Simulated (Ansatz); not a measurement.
System: SiH$_{2}$Cl, charge 0, doublet. SiH2Cl (SMILES [SiH2]Cl, doublet).
B3LYP-D3(BJ)/def2-TZVP minimum from Ansatz (an electronic-structure program):
```
Si
H 1 1.4844
H 1 1.4844 2 111.01
Cl 1 2.0680 2 108.33 3 118.83
```
Charge 0, spin multiplicity 2.

Total energies in hartree (Ansatz). UHF or UKS for unpaired electrons; spin-orbit terms are left out. Cores are frozen in correlated methods. No relativity. Where a partner has so few electrons that a lower coupled-cluster level is exact, that level stands in.

| species | HF/cc-pV(T+d)Z | CCSD(T)/cc-pV(T+d)Z | HF/cc-pV(Q+d)Z | CCSD(T)/cc-pV(Q+d)Z | CCSDT(Q)/cc-pV(T+d)Z |
|---|---|---|---|---|---|
| 1: SiH2Cl (SMILES [SiH2]Cl, doublet) | -749.64021 | -749.98071 | -749.64739 | -750.01545 | -749.98239 |
| 2: Si (triplet) | -288.85649 | -288.93344 | -288.85845 | -288.93781 | -288.93426 |
| 3: Cl (doublet) | -459.48556 | -459.67356 | -459.48916 | -459.69449 | -459.67440 |
| 4: H (doublet) | -0.49981 | -0.49981 | -0.49995 | -0.49995 | -0.49981 |

### Question
Work out the atomisation energy (electronic, to ground-state atoms) in kcal/mol: take Hartree-Fock from cc-pV(Q+d)Z, extrapolate the CCSD(T) correlation energy as X^-3 (X = 3, 4), and add CCSDT(Q) - CCSD(T) in cc-pV(T+d)Z. 1 hartree = 627.51 kcal/mol.

### Answer

Species 1: correlation (64·(-0.36806) - 27·(-0.34050))/37 = -0.38817; step -0.00168; E1 = -749.64739 + (-0.38817) + (-0.00168) = -750.03724
Species 2: correlation (64·(-0.07936) - 27·(-0.07695))/37 = -0.08112; step -0.00082; E2 = -288.85845 + (-0.08112) + (-0.00082) = -288.94039
Species 3: correlation (64·(-0.20533) - 27·(-0.18800))/37 = -0.21798; step -0.00084; E3 = -459.48916 + (-0.21798) + (-0.00084) = -459.70798
Species 4: correlation (64·(0.00000) - 27·(0.00000))/37 = 0.00000; step +0.00000; E4 = -0.49995 + (0.00000) + (+0.00000) = -0.49995
-1·E1 +1·E2 +1·E3 +2·E4 = 0.38897 hartree = 244.1 kcal/mol.
